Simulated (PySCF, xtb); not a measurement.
AlH2, SMILES [AlH2+], charge +1.

xtb with GFN2-xTB at its own geometry gives an orbital gap of 2.37 eV.

The structure is a stationary point at B3LYP-D3(BJ)/def2-TZVPD. The multiplicity is an assumed one; other spin states were not compared. The isomer is the one that the SMILES or the coordinates give; other isomers of the formula were not compared.

Problem. What does M06-2X/def2-TZVPD run with PySCF give? (Estimate from the structure and the level; the computed values follow.)

Solution. gap 9.78 eV (levels -17.34 and -7.56 eV).
